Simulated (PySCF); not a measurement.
Compound: C7H15NOSi.
Cartesian coordinates in Å at the PBE0-D3(BJ)/def2-SVP level; atoms count from 1:
```xyz
25
C7H15NOSi angstrom
C      4.289    0.636    0.370
C      3.209    1.207    0.915
O      1.923    0.907    0.669
Si     1.312   -0.177   -0.482
N     -0.396   -0.081   -0.476
C     -1.084    1.126   -0.930
C     -2.213    1.306    0.077
C     -2.605   -0.136    0.364
C     -1.266   -0.881    0.406
C     -1.371   -2.334   -0.025
H      5.283    0.981    0.662
H      4.227   -0.171   -0.365
H      3.308    2.011    1.653
H      1.735   -1.557   -0.116
H      1.864    0.240   -1.803
H     -0.408    1.996   -0.959
H     -1.495    0.998   -1.950
H     -1.825    1.786    0.990
H     -3.041    1.921   -0.306
H     -3.182   -0.268    1.291
H     -3.217   -0.530   -0.466
H     -0.881   -0.850    1.444
H     -0.397   -2.843    0.031
H     -1.730   -2.398   -1.064
H     -2.073   -2.882    0.624
```

Level: PBE0/pcSseg-1 in PySCF, non-relativistic, on one gas-phase PBE0-D3(BJ)/def2-SVP geometry that isn't relaxed in the solvent. The solvent is an IEF-PCM continuum (cavity from Bondi-type radii × 1.2). The model holds no explicit solvent molecules, cavitation or dispersion.

```csv
run,E − E(gas) (kcal/mol),HOMO (eV),HOMO–LUMO gap (eV),dipole (D)
gas,0.00,-6.53,7.40,1.52
P,-2.73,-6.46,7.19,1.75
Q,-3.30,-6.46,7.16,1.78
```

Problem. The runs were made in acetonitrile and tetrahydrofuran. Which run belongs to which solvent?

Solution. P = tetrahydrofuran, Q = acetonitrile. The dielectric constants are 7.426 (tetrahydrofuran), 35.69 (acetonitrile), and the energy falls further as ε rises. In this model the ground state sees the solvent through ε alone.

Problem. How constant is the ratio of the lowering to (ε − 1)/(2ε + 1)?

Solution. 
```tsv
solvent	(ε − 1)/(2ε + 1)	E − E(gas) (kcal/mol)	ratio (kcal/mol)	polarisation term (kcal/mol)
tetrahydrofuran	0.405	-2.73	-6.7	-2.91
acetonitrile	0.479	-3.30	-6.9	-3.56
```

The ratio changes by +2.1 % in size from tetrahydrofuran to acetonitrile. The polarisation term is half the interaction of the solute with the induced surface charges.
